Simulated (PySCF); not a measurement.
Species: C₄H₈N₂Si₂.
InChI=1S/C4H8N2Si2/c1-6-8-7-4-2-3-5/h2,4H,1,7-8H2/b4-2-

Level of theory: PySCF, TDDFT CAM-B3LYP/def2-SVPD, vertical, gas phase, core orbitals frozen in the response. Geometry: GFN2-xTB, one conformer, isolated molecule. Torsions of this conformer, `[CH2:1]=[N:2][SiH2:3][SiH2:4]/[CH:5]=[CH:6]\[C:7]#[N:8]`: C1–N2–Si3–Si4 109°, N2–Si3–Si4–C5 -3°, Si3–Si4–C5–C6 -63°.

Computed states:

| state | E (eV) | f |
| --- | --- | --- |
| S1 | 4.01 | 0.0008 |
| S2 | 4.93 | 0.0010 |
| S3 | 5.53 | 0.139 |
| S4 | 6.00 | 0.020 |
| S5 | 6.08 | 0.034 |
| S6 | 6.38 | 0.028 |
| S7 | 6.53 | 0.066 |
| S8 | 6.66 | 0.022 |

Broadening: Gaussians 0.25 eV wide at half height, area fixed by f = 4.319×10⁻⁹ ∫ε dν̃. The width is an assumption, not a result. The curve ends short of the highest state used, and states not computed would add to its high-energy end.

Task: Give the broadened spectrum and its maxima.

Result: 
E (eV), ε (L mol⁻¹ cm⁻¹) and a bar:
```
     3.64          0 
     3.74          3 
     3.85         24 
     3.95         67 
     4.06         74 
     4.16         32 
     4.27          4 
     4.37          0 
     4.48          0 
     4.58          0 
     4.69          8 
     4.79         44 
     4.90        105 
     5.01         85 
     5.11         33 
     5.22        211 
     5.32       2099 ####
     5.43       9573 ###################
     5.53      14984 ##############################
     5.64       8810 ##################
     5.74       2260 #####
     5.85       1283 ###
     5.95       3680 #######
     6.06       5533 ###########
```

Maxima: 309 nm (4.02 eV), ε about 81, made up of S1 (100%); 251 nm (4.93 eV), ε about 110, made up of S2 (100%); 224 nm (5.53 eV), ε about 15000, made up of S3 (100%); 205 nm (6.05 eV), ε about 5500, made up of S4 (34%) and S5 (65%) (ε in L mol⁻¹ cm⁻¹; maxima over ε = 5, shares over 10%).

Task: What would ε be at 5.53 eV, the highest of these maxima, with half the width (0.125 eV)?

Result: About 30000 L mol⁻¹ cm⁻¹ against 15000, a factor of about 2.00; a lone state at its own centre would give exactly 2.

Task: On this curve, what absorbance would a 10⁻⁵ mol/L sample give at 222 nm over a 1 cm path?

Result: 222 nm is 5.585 eV, where ε is about 13000 L mol⁻¹ cm⁻¹, so A = ε c l ≈ 0.13 (Beer–Lambert, with the gas-phase spectrum and the assumed width).

Task: Coming from long wavelengths, where does ε first pass 100 L mol⁻¹ cm⁻¹?

Result: At about 254 nm (4.89 eV), 0.87 eV above S1.

The run took 76 s of wall time on Arm Neoverse V1, one thread, shared host with 32 logical CPUs at a one-minute load of 32, and the process peaked at 1.0 GiB of memory.
